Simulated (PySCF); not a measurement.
C7H13 (charge +1).
Atom-mapped SMILES: `[CH2:1]=[C:2]([CH3:3])[C+:4]([CH3:5])[CH2:6][CH3:7]` (hydrogens: H8, H9 on C1; H10, H11, H12 on C3; H13, H14, H15 on C5; H16, H17 on C6; H18, H19, H20 on C7)

Computed geometry: GFN2-xTB, gas phase.

Task: Give the optimised bond lengths and angles.

Result: 
```
                  bond  length (Å)   order
                 C1=C2       1.354  double
                 C2–C3       1.499  single
                 C2–C4       1.435  single
                 C4–C5       1.455  single
                 C4–C6       1.462  single
                 C6–C7       1.518  single
                 C1–H8       1.078  single
                 C1–H9       1.077  single
C3–H10, C3–H11, C3–H12       1.088  single
                C5–H13       1.084  single
        C5–H14, C5–H15       1.095  single
        C6–H16, C6–H17       1.100  single
C7–H18, C7–H19, C7–H20       1.087  single
```

Bonds in one row agree within 0.01 Å and their mean is given. Orders are formal, as drawn. A selection of angles:
```
     angle  degrees
  C2–C1–H8    120.4
  C2–C1–H9    123.9
  H8–C1–H9    115.6
  C1–C2–C3    119.6
  C1–C2–C4    121.1
  C3–C2–C4    119.2
 C2–C3–H10    111.3
 C2–C3–H11    110.4
H10–C3–H11    108.2
  C2–C4–C5    122.7
  C2–C4–C6    118.8
  C5–C4–C6    118.5
 C4–C5–H13    114.9
 C4–C5–H14    109.8
H13–C5–H14    110.2
H14–C5–H15    103.7
  C4–C6–C7    117.9
 C4–C6–H16    107.4
 C7–C6–H16    109.4
H16–C6–H17    102.7
 C6–C7–H18    109.6
 C6–C7–H19    111.5
H18–C7–H19    107.8
```

Torsions: C1–C2–C4–C5 -20° (synperiplanar); C2–C4–C6–C7 -177° (antiperiplanar). The mirror-image conformer, all signs reversed, is as good.

Of the pairs four or more bonds apart, H9···H13 is among the closest relative to their van der Waals radii: 2.05 Å, 85 % of the sum of Bondi's values. The C–C distances run from 1.354 Å (C1=C2, drawn double in one of several resonance forms) to 1.518 Å (C6–C7, drawn single), a spread of 0.164 Å. C2 (carbon bonded to 3 C) is planar (angles 121.1°, 119.6° and 119.2°, sum 359.9°, 0.03 Å off the plane of its three neighbours). C4 (carbon bonded to 3 C) is planar (angles 122.7°, 118.8° and 118.5°, sum 360.0°, 0.01 Å off the plane of its three neighbours). C1 (carbon bonded to C and 2 H) is planar (angles 123.9°, 120.4° and 115.6°, sum 359.9°, 0.02 Å off the plane of its three neighbours).

Point group: C1 (no symmetry element, even within 0.4 Å). Whether it is a minimum is left open (no frequencies).
